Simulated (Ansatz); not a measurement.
Reaction (formal exchange of groups at a B–O bond): `B[O][SnH2][BH]O` + `O[SiH3]` → `B[SiH2]O` + `O[BH][SnH2][OH]`

Computed with Ansatz on PBE0-D4/def2-TZVP structures; ΔE is electronic, products minus reactants. CCSD(T)/CBS is the MP2 limit (def2-TZVPP, def2-QZVPP) plus CCSD(T) − MP2 in def2-TZVPP, frozen cores. DFT in def2-TZVPP. B3LYP here is the variant with VWN-RPA as its local correlation; programs differ in this. def2 core potentials past Kr. For Sn outer-core shells are correlated without core-valence functions, which leaves a few kJ/mol of doubt a bond. Each species was taken in one conformer, which may not be the lowest.

`B[O][SnH2][BH]O`:

```xyz
11

B     0.334   -1.855    0.697
O     0.180   -1.534   -0.578
Sn   -0.439    0.225   -1.351
B     0.008    1.841    0.189
O     0.390    1.550    1.435
H     0.090   -1.061    1.599
H     0.715   -2.953    1.009
H     0.451    0.275   -2.806
H    -2.077   -0.090   -1.722
H    -0.080    2.998   -0.111
H     0.427    0.603    1.640
```

`O[SiH3]`:

Cartesian coordinates in Å:
```
O 1.211 -0.404 -0.108
Si -0.326 0.103 0.198
H 1.488 -0.467 -1.023
H -0.569 1.473 -0.332
H -0.468 0.102 1.672
H -1.336 -0.807 -0.408
```

`B[SiH2]O`:

Z-matrix (Å, degrees):
```
Si
O 1 1.655
B 1 2.005 2 116.3
H 1 1.500 2 111.2 3 -120.2
H 1 1.486 2 105.1 3 123.8
H 2 0.958 1 117.3 3 44.7
H 3 1.197 1 119.0 2 169.2
H 3 1.197 1 124.0 2 -13.6
```

`O[BH][SnH2][OH]`:

Z-matrix (Å, degrees):
```
Sn
B 1 2.265
O 1 1.981 2 107.4
H 1 1.713 2 115.0 3 116.8
H 1 1.712 2 115.2 3 -116.7
O 2 1.347 1 115.3 3 -0.9
H 2 1.203 1 124.4 3 179.1
H 3 0.960 1 110.9 2 1.2
H 6 0.963 2 114.3 1 179.9
```

Problem. Is it downhill or uphill in electronic energy at CCSD(T)/CBS, and by how much? (Best estimate.)

Solution. The calculation gave: Uphill: ΔE = +45.2 kcal/mol.

Problem. What do these levels give: LDA (SPW92), B3LYP-D4, HF/def2-SVP, MP2/def2-SVP, CCSD/def2-TZVPP, HF/CBS(def2)? (An estimate is asked.)

Solution. Computed: LDA (SPW92) 48.2, B3LYP-D4 47.0, HF/def2-SVP 49.1, MP2/def2-SVP 54.4, CCSD/def2-TZVPP 45.4, HF/CBS(def2) 45.3 kcal/mol.

Largest T1 diagnostic among the species: 0.016.

In def2-TZVPP, CCSD(T) changes the Hartree–Fock value by +1.2 kcal/mol (the triples alone add +0.8 kcal/mol) and MP2 by +2.7 kcal/mol. At CCSD(T), def2-SVP lies +7.9 kcal/mol from the extrapolated value and def2-TZVPP +1.0 kcal/mol. Leaving LDA and LC-ωPBE aside and taking each functional with its dispersion term where it has one, the values, not all of them listed here, spread over 3.7 kcal/mol, from revPBE-D4 to CAM-B3LYP-D4. LDA lies +3.9 kcal/mol from PBE without D4.
